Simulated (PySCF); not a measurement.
# Which determinant of BiBr lies lowest?

Unrestricted PBE0; PySCF, scalar-relativistic core potentials, basis sets Bi def2-SVP with ECP60, Br def2-SVP. Outer shells of the fragments: Bi 5d10 6s2 6p3; Br 3d10 4s2 4p5.

Followed along the bond (rough minima from three points):

| 2Ms+1 | unpaired | ⟨S²⟩ at the start | R at minimum (Å) | Te (eV) |
| --- | --- | --- | --- | --- |
| 3 | π ↑↑ | 2.01 | 2.62 | 0.00 |
| 1 | π ↑↓ | 1.00 | 2.61 | 0.32 |
| 1 | none | 0.00 | 2.60 | 1.17 |
| 5 | σ ↑, π ↑↑↑ | 6.00 | none in the scan | ≤ 3.82 |

Solutions found at the starting distance of 2.575 Å, counted from the lowest of them; the search is not exhaustive and high or unbound solutions are not listed, so other states can lie among these:

```json
{"2Ms+1": "3", "unpaired": "π ↑↑", "term": "³Σ⁻", "E (eV)": "0.00", "⟨S²⟩": "2.01", "⟨Lz²⟩": "0.00", "μ (D)": "-2.82"}
{"2Ms+1": "1", "unpaired": "π ↑↓", "term": "mixed", "E (eV)": "0.32", "⟨S²⟩": "1.00", "⟨Lz²⟩": "2.01", "μ (D)": "-2.73"}
{"2Ms+1": "1", "unpaired": "none", "term": "mixed", "E (eV)": "1.16", "⟨S²⟩": "0.00", "⟨Lz²⟩": "2.00", "μ (D)": "-2.46"}
{"2Ms+1": "3", "unpaired": "σ ↑, π ↑", "term": "³Π", "E (eV)": "2.55", "⟨S²⟩": "2.01", "⟨Lz²⟩": "1.01", "μ (D)": "-2.30"}
{"2Ms+1": "1", "unpaired": "σ ↓, π ↑", "term": "mixed", "E (eV)": "2.82", "⟨S²⟩": "1.00", "⟨Lz²⟩": "1.01", "μ (D)": "-2.19"}
{"2Ms+1": "3", "unpaired": "π ↑↑", "term": "mixed", "E (eV)": "4.50", "⟨S²⟩": "2.00", "⟨Lz²⟩": "2.01", "μ (D)": "3.00"}
```

A term symbol is given only where ⟨S²⟩ and ⟨Lz²⟩ are close to those of a pure state; real π, δ and φ orbitals otherwise mix terms. A positive dipole means Bi(−)Br(+).

Spin–orbit coupling is left out, which matters for elements this heavy, above all for dissociation energies. Counting both spins, an empty level lies below a filled one in some of these solutions, because spin and occupation are held.
